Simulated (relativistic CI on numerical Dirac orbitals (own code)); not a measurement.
# Electric-dipole transitions in Eu48+

Method of calculation: Dirac-Coulomb-Breit CI, orbitals from a KLI potential per configuration, model QED, unscaled Slater integrals (own radial code, finite nucleus).

Configurations in the expansion (outside the closed core [Ne]): 3s²3p³, 3s3p⁴, 3s²3p²3d, 3p⁵, 3s3p³3d, 3p⁴3d, 3s3p²3d², 3s²3p3d4p, 3p⁴4s, 3s3p²3d4s, 3p⁴4p, 3s²3p²4s, 3s²3p²4p, 3p³3d4p, 3s²3p²4d, 3s3p³4s, 3s²3p²4f, 3s3p³4p, 3s3p³4d, 3s3p³4f, 3s²3p²5s, 3s²3p²5p, 3s²3p4s4p, 3s²3p²5d, 3s²3p²5f, 3s²3p²5g, 3s3p²4s², 3s3p³5s, 3s²3p3d², 3s²3d³, 3s3p3d³, 3s²3d²4s, 3s²3d²4p, 3s²3d²4d, 3p³3d², 3p²3d³, 3p²3d²4s, 3p²3d²4p, 3p²3d²4d, 3s²3p3d4s, 3s3p3d²4s, 3s²3d4s², 3s²3d4s4p, 3s²3d4s4d, 3s3p²3d4p, 3s3p3d²4p, 3s3p3d4s4p, 3s3p3d4p², 3s3p3d4p4d, 3p³3d4s, 3p²3d4s², 3p²3d4s4p, 3p²3d4s4d, 3s²3p4s², 3s3p3d4s², 3s²4s²4p, 3s²4s²4d, 3s²3p4p², 3s²3d4p², 3s²4s4p², 3s²4p³, 3s²4p²4d, 3s3p²4s4p, 3s3p4s²4p, 3s3p4s4p², 3s3p4s4p4d. Double excitations out of closed p, d and f shells are left out; levels of such configurations are missing from the list, as are those of other unlisted configurations, and high levels can miss mixing partners. These lack a partner that the ground configuration has and come out too high: 3s²3p²4f, 3s3p³4d, 3s3p³4f, 3s²3p²5s, 3s²3p²5p.

```csv
λ vac (Å),Lower,Upper,A (s⁻¹),log gf,S velocity/length
32.031,3s²3p²3d ²D3/2 [5],3s²3p3d² ⁴F°3/2 [56],1.91e+12,0.07,0.99
32.106,3s²3p²3d ²D5/2 [6],3s²3p3d² ²P°3/2 [67],1.62e+12,0.00,0.89
32.155,3s²3p²3d ²G7/2 [14],3s²3p3d² ²G°7/2 [124],1.01e+12,0.10,1.00
32.524,3s²3p³ ²P°3/2 [1],3s²3p²3d ²P1/2 [18],1.41e+12,-0.35,0.98
32.546,3s²3p³ ²P°3/2 [1],3s²3p²3d ⁴P3/2 [17],1.91e+12,0.08,1.00
32.686,3s²3p³ ⁴S°3/2 [2],3s²3p²3d ⁴P1/2 [44],1.50e+12,-0.32,0.98
32.740,3s²3p²3d ²D5/2 [6],3s²3p3d² ⁴D°5/2 [65],1.57e+12,0.18,1.00
32.756,3s²3p³ ⁴S°3/2 [2],3s²3p²3d ²D3/2 [43],9.16e+11,-0.23,1.00
32.795,3s²3p²3d ²D5/2 [6],3s²3p3d² ⁴D°7/2 [64],8.51e+11,0.04,1.00
33.172,3s²3p³ ²P°3/2 [1],3s²3p²3d ²D5/2 [15],1.10e+12,0.04,1.03
33.345,3s²3p³ ²P°1/2 [4],3s²3p²3d ²D3/2 [49],1.01e+12,-0.17,1.02
33.727,3s3p⁴ ⁴P5/2 [7],3s3p³3d ⁴P°5/2 [79],8.23e+11,-0.07,1.01
33.777,3s²3p³ ²D°5/2 [3],3s²3p²3d ²F7/2 [40],7.96e+11,0.04,1.04
33.844,3s²3p³ ²D°5/2 [3],3s²3p²3d ²D5/2 [39],7.40e+11,-0.12,1.00
34.107,3s²3p²3d ²G9/2 [20],3s²3p3d² ⁴G°9/2 [131],1.05e+12,0.26,1.01
38.107,3s²3p³ ²D°5/2 [3],3s3p⁴ ²P3/2 [33],6.85e+11,-0.22,0.96
40.472,3s²3p³ ²D°5/2 [3],3s3p⁴ ²D5/2 [27],3.95e+11,-0.24,0.99
48.295,3s²3p³ ²P°3/2 [10],3s²3p²3d ²D5/2 [63],5.25e+11,0.04,1.03
48.507,3s²3p³ ⁴S°3/2 [2],3s²3p²3d ²D5/2 [23],3.73e+11,-0.10,1.03
50.716,3s²3p³ ²D°5/2 [3],3s²3p²3d ²F7/2 [22],2.34e+11,-0.14,1.06
```

Terms are leading LS components. Brackets give the number of a level in order of energy, since labels repeat. The list gives strong lines, with weight on those to low levels, among the lowest 400 of 7833 levels, so that lines to higher ones, which can be the strongest, are missing. Levels whose partners in the same complex of configurations lie outside the list can be far off, and so can their lines. Rates are taken at the computed energies, electric ones in the length gauge. A velocity-to-length ratio far from 1 marks an uncertain rate.

At this charge energies of transitions that change n are usually good to better than 1 %, and those within a shell (Δn = 0) to a few per cent.

Task: From the table, what is the radiative lifetime of 3s²3p3d² ⁴F°3/2?

Result: The listed rates from this level add up to about 1.91e+12 s⁻¹, 98 % of its decay; with all channels τ = 5.13e-13 s.

LS names give the leading component of a level, which can be under half, so a name can repeat, a term be missing and a line seem to break the LS rules.
